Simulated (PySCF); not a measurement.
## Radial density of Kr+ (krypton, charge +1)

M06-L, [Ar] 3d10 4s2 4p5, 2P determinant. All numbers are calculated (PySCF 2.14, the spin-free X2C one-electron Hamiltonian (Gaussian nucleus), in x2c-SVPall (5s4p3d, 32 functions)).

```json
{"r (bohr)": "0.000580", "4πr²ρ (e/bohr)": "0.2223", "4πr²(ρα − ρβ)": "0.0000"}
{"r (bohr)": "0.000975", "4πr²ρ (e/bohr)": "0.6014", "4πr²(ρα − ρβ)": "0.0000"}
{"r (bohr)": "0.00164", "4πr²ρ (e/bohr)": "1.529", "4πr²(ρα − ρβ)": "0.0000"}
{"r (bohr)": "0.00276", "4πr²ρ (e/bohr)": "3.574", "4πr²(ρα − ρβ)": "0.0000"}
{"r (bohr)": "0.00464", "4πr²ρ (e/bohr)": "8.093", "4πr²(ρα − ρβ)": "0.0001"}
{"r (bohr)": "0.00780", "4πr²ρ (e/bohr)": "16.86", "4πr²(ρα − ρβ)": "0.0002"}
{"r (bohr)": "0.0131", "4πr²ρ (e/bohr)": "30.35", "4πr²(ρα − ρβ)": "0.0008"}
{"r (bohr)": "0.0221", "4πr²ρ (e/bohr)": "42.85", "4πr²(ρα − ρβ)": "0.0036"}
{"r (bohr)": "0.0371", "4πr²ρ (e/bohr)": "42.84", "4πr²(ρα − ρβ)": "0.0143"}
{"r (bohr)": "0.0625", "4πr²ρ (e/bohr)": "36.85", "4πr²(ρα − ρβ)": "0.0416"}
{"r (bohr)": "0.105", "4πr²ρ (e/bohr)": "50.22", "4πr²(ρα − ρβ)": "0.0549"}
{"r (bohr)": "0.177", "4πr²ρ (e/bohr)": "44.98", "4πr²(ρα − ρβ)": "0.0018"}
{"r (bohr)": "0.297", "4πr²ρ (e/bohr)": "30.16", "4πr²(ρα − ρβ)": "0.0841"}
{"r (bohr)": "0.500", "4πr²ρ (e/bohr)": "35.29", "4πr²(ρα − ρβ)": "0.0882"}
{"r (bohr)": "0.841", "4πr²ρ (e/bohr)": "11.04", "4πr²(ρα − ρβ)": "0.1075"}
{"r (bohr)": "1.41", "4πr²ρ (e/bohr)": "5.513", "4πr²(ρα − ρβ)": "0.7070"}
{"r (bohr)": "2.38", "4πr²ρ (e/bohr)": "1.889", "4πr²(ρα − ρβ)": "0.2774"}
{"r (bohr)": "4.00", "4πr²ρ (e/bohr)": "0.1317", "4πr²(ρα − ρβ)": "0.0206"}
{"r (bohr)": "6.73", "4πr²ρ (e/bohr)": "2.008e-05", "4πr²(ρα − ρβ)": "0.0000"}
```

Densities and radii are taken from the X2C orbitals without a picture-change correction, which distorts them close to the nucleus.
